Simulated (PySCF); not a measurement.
Relaxation of singlet ISF3

All numbers come from PBE0/[I def2-SVP with ECP28, S def2-SVP, F def2-SVP], scalar-relativistic core potentials, density fitting, no spin–orbit coupling, PySCF. A (50,194) grid was used.

A hand-made square planar start, of C2v symmetry, held to at least that symmetry:

```xyz
5
charge 0 multiplicity 1, angstrom
I     0.0000    0.1569    0.0000
S     0.0000   -2.0731    0.0000
F     1.9700    0.1569    0.0000
F     0.0000    2.1269    0.0000
F    -1.9700    0.1569    0.0000
```

Optimiser trace:
```json
{"step": "0", "E − E(last) (kJ/mol)": "8.89", "largest gradient (Eh/bohr)": "0.02729"}
{"step": "1", "E − E(last) (kJ/mol)": "0.70", "largest gradient (Eh/bohr)": "0.00390"}
{"step": "2", "E − E(last) (kJ/mol)": "0.18", "largest gradient (Eh/bohr)": "0.00201"}
{"step": "3", "E − E(last) (kJ/mol)": "0.00", "largest gradient (Eh/bohr)": "0.00057"}
{"step": "4", "E − E(last) (kJ/mol)": "0.00", "largest gradient (Eh/bohr)": "0.00024"}
```

It ends at C2v with I–F 1.978 Å (×2), I–F 2.015 Å, I–S 2.301 Å; F–I–F 87.6° (×2), F–I–F 175.3°, F–I–S 92.4° (×2), F–I–S 180.0° (after a last refinement on a finer grid). A frequency run shows 1 imaginary mode, down to 319i cm⁻¹, so it is a saddle point. Other isomers or separated fragments may lie lower.

Final geometry:
Z-matrix (Å, degrees; charge 0 multiplicity 1):
```
I
S  1 2.3014
F  1 1.9781 2 92.37
F  1 2.0149 3 87.63 2 180.00
F  1 1.9781 2 92.37 3 180.00
```
